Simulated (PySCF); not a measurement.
## Radial density of Nd⁵⁷⁺ (neodymium, charge +57)

UHF, [He] 2s1, 2S determinant. Computed with PySCF 2.14 in an uncontracted even-tempered set (17 s from 33 bohr⁻², ratio 2.2; 8 p from 50 bohr⁻², ratio 2.4; 5 d from 150 bohr⁻², ratio 2.4; 5 f from 230 bohr⁻², ratio 2.4; 4 g from 340 bohr⁻², ratio 2.4), with no relativity, point nucleus.

```tsv
r (bohr)	4πr²ρ (e/bohr)	4πr²(ρα − ρβ)
0.000406	0.2849	0.0162
0.000684	0.7797	0.0444
0.00115	2.086	0.1188
0.00193	5.371	0.3053
0.00325	12.97	0.7325
0.00547	28.09	1.5574
0.00921	50.65	2.6477
0.0155	66.94	2.8356
0.0260	52.17	0.7424
0.0438	18.84	1.2960
0.0737	11.31	9.8858
0.124	7.449	7.4386
0.208	0.5549	0.5549
0.351	0.001604	0.0016
```

A non-relativistic calculation at this Z misses sizeable relativistic shifts.
